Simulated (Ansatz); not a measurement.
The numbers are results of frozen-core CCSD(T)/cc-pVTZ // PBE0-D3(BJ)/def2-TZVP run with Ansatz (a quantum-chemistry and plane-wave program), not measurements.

Ansatz 0.2 input:
```yaml
crystal:
  periodic: [false, false, false]
  atoms:
    - { symbol: S, position_ang: [1.658946, 0.899407, -0.729419] }
    - { symbol: C, position_ang: [0.096437, 0.174551, -0.129378] }
    - { symbol: S, position_ang: [0.318419, -1.121865, 1.117457] }
    - { symbol: S, position_ang: [-0.807401, 1.517954, 0.692032] }
    - { symbol: S, position_ang: [-0.66069, -0.423881, -1.673103] }
    - { symbol: H, position_ang: [2.265118, 0.865038, 0.468234] }
    - { symbol: H, position_ang: [0.848027, -2.034853, 0.28326] }
    - { symbol: H, position_ang: [-1.844731, 0.768259, 1.113358] }
    - { symbol: H, position_ang: [-1.874125, -0.644608, -1.142442] }
basis:
  gaussian: { orbitals: cc-pVTZ }
correlation:
  method: ccsd_t
```

Output:

```
Functional definition: HF
1269 factors; integrals over basis functions are off by at most 9.2e-4 eV
mean field evaluation 1: about -44361.4472 eV, gradient 2.5e1 eV
mean field evaluation 2: about -44361.9169 eV, gradient 2.5e1 eV
mean field evaluation 4: about -44364.4678 eV, gradient 4.7e0 eV
mean field evaluation 8: about -44364.5792 eV, gradient 3.0e-1 eV
mean field evaluation 16: about -44363.3884 eV, gradient 1.6e1 eV
mean field -44364.57974556 eV, -1630.3682342573 hartree, gradient 1.0e-5 eV, S^2 0.000000; 0 other end points of the search recorded, 0 dependent functions left out
21 core orbitals not correlated
reference -44364.57974556 eV, -1630.3682342573 hartree; 16, 16 occupied and 185, 185 virtual orbitals, 1269 factors
second order -24.19208084 eV of doubles, -0.00000000 eV of singles
cycle   1  -24.99151094 eV  change   -8.0e-1 eV  update   1.2e-1
cycle   2  -25.71290035 eV  change   -7.2e-1 eV  update   3.6e-2
cycle   3  -25.84326659 eV  change   -1.3e-1 eV  update   1.6e-2
cycle   4  -25.83823412 eV  change    5.0e-3 eV  update   3.7e-3
cycle   5  -25.83698911 eV  change    1.2e-3 eV  update   1.5e-3
cycle   6  -25.83651949 eV  change    4.7e-4 eV  update   4.8e-4
cycle   7  -25.83630852 eV  change    2.1e-4 eV  update   2.1e-4
cycle   8  -25.83632974 eV  change   -2.1e-5 eV  update   6.2e-5
cycle   9  -25.83634437 eV  change   -1.5e-5 eV  update   2.5e-5
perturbative correction -1.31003769 eV, -0.0481429972 hartree
Total energy: -44391.72612763 eV, -1631.3658453978 hartree
```

Cost: roughly 4 core-minutes.
